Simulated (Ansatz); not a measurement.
`FB(Cl)B1O[SiH]1F`, relaxed with RKS PBE0-D4/def2-TZVP in the Gaussian-basis code of Ansatz from a PBE-D4/def2-SVP geometry. The force threshold is 0.005 eV/Å; the program also tests the step.

The species carries charge 0 and has multiplicity 1.

Start:

```xyz
8

F    -1.777   -2.128   -0.935
B    -0.745   -1.318   -1.149
Cl    0.311   -1.669   -2.522
B    -0.305   -0.041   -0.133
O    -0.491    1.298   -0.028
Si    0.686    0.868    1.252
F     2.133    1.574    0.965
H     0.188    1.417    2.550
```

```tsv
step	energy (eV)	largest force (eV/Å)	largest move (Å)
1	-29242.4983	1.286	0.000
2	-29242.5554	0.869	0.026
3 (rejected)	-29242.5424	0.823	0.092
4	-29242.5864	0.485	0.046
5	-29242.5939	0.121	0.062
6	-29242.5950	0.093	0.028
7	-29242.5977	0.055	0.024
8	-29242.5981	0.080	0.020
9	-29242.5985	0.042	0.010
10	-29242.5985	0.020	0.004
11	-29242.5986	0.023	0.006
12	-29242.5986	0.011	0.002
13	-29242.5986	0.010	0.001
14 (rejected)	-29242.5985	0.072	0.004
15	-29242.5986	0.003	0.001
```

End:

```xyz
8

F    -1.764   -2.083   -0.904
B    -0.723   -1.314   -1.144
Cl    0.257   -1.675   -2.551
B    -0.244   -0.074   -0.115
O    -0.444    1.267   -0.035
Si    0.661    0.912    1.225
F     2.085    1.578    0.992
H     0.172    1.390    2.531
```

Run time 77 s (4 threads of an Arm Neoverse V1 on a shared host); peak host memory 0.69 GiB.
